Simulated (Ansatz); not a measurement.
An input meant for Mg8S8 (started as a model of: (MgS)8 cage of four- and six-membered rings) (charge 0, singlet).

```yaml
crystal:
  periodic: [false, false, false]
  atoms:
    - {symbol: Mg, position_ang: [-1.503265, 0.067161, 2.888247]}
    - {symbol: S, position_ang: [-0.138631, -1.874835, 3.223145]}
    - {symbol: Mg, position_ang: [1.491333, -0.058086, 2.891223]}
    - {symbol: S, position_ang: [0.126683, 1.884557, 3.218220]}
    - {symbol: Mg, position_ang: [-0.573143, 2.201554, 0.927144]}
    - {symbol: S, position_ang: [-2.637559, 0.871291, 0.921763]}
    - {symbol: Mg, position_ang: [-2.202555, -0.571221, -0.925795]}
    - {symbol: S, position_ang: [-0.872185, -2.635031, -0.916370]}
    - {symbol: Mg, position_ang: [0.566261, -2.198106, 0.933930]}
    - {symbol: S, position_ang: [2.629341, -0.866532, 0.928716]}
    - {symbol: Mg, position_ang: [2.198529, 0.571303, -0.923409]}
    - {symbol: S, position_ang: [0.868172, 2.634739, -0.922072]}
    - {symbol: S, position_ang: [-1.879976, 0.128625, -3.215735]}
    - {symbol: Mg, position_ang: [-0.062236, -1.500269, -2.880901]}
    - {symbol: S, position_ang: [1.880391, -0.135596, -3.211846]}
    - {symbol: Mg, position_ang: [0.061740, 1.494545, -2.884859]}
basis:
  gaussian: {orbitals: def2-mTZVPP}
hamiltonian: {xc: {name: M06-2X}, dispersion: d4}
scf: {lower_state_search: light}
```

```sh
$ ansatz run in.yaml --threads 4 --pin off --events-out ev --progress --plain --max-ram 6963MiB
```

It prints (some lines left out):

```
Error: YAML parse error: error: line 22 column 19: hamiltonian.xc: no functional is named "M06-2X"; the names, which are not case-sensitive, are SVWN5, SPW92, PBE, PBE0, PBEsol, revPBE, revPBE0, RPBE, rPW86-PBE, HSE06, wPBEh, LC-wPBE, HISS, HF, BLYP, B3LYP, B3LYP5, BHLYP, CAM-B3LYP, r2SCAN, r2SCANh, r2SCAN0, r2SCAN50, m-r2SCAN, B97, wB97, wB97X, wB97X-V, B97M-V, wB97M-V, B2PLYP, B2GP-PLYP, PBE0-DH, PBE-QIDH
20 | basis:
21 |   gaussian: {orbitals: def2-mTZVPP}
22 | hamiltonian: {xc: {name: M06-2X}, dispersion: d4}
23 | scf: {lower_state_search: light}
```

(1) What is wrong with this run?

Answers

(1) The method's name isn't one that the program takes here. The program refused the input.
